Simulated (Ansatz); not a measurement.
Ansatz (a program for electronic structure) input:

Ansatz 0.2 input:
```yaml
crystal:
  periodic: [false, false, false]
  atoms:
    - {symbol: Zr, position_ang: [-0.00000000, 0.00000000, 0.00000000]}
    - {symbol: H, position_ang: [0.93193131, 1.19448915, 1.21314022]}
    - {symbol: H, position_ang: [0.95523157, -1.18293019, -1.20632430]}
    - {symbol: H, position_ang: [-0.94669774, 1.20396427, -1.19215894]}
    - {symbol: H, position_ang: [-0.94046514, -1.21552324, 1.18534302]}
basis:
  gaussian:
    orbitals: def2-TZVPD
hamiltonian:
  xc: {name: SVWN5}
```

Question: What final total energy does it print?

Answer: -49.16461 Eh (SVWN5/def2-TZVPD). The basis has 76 functions.

This state (charge 0, singlet) is run at the relaxed geometry of the species with charge -1 and multiplicity 2.
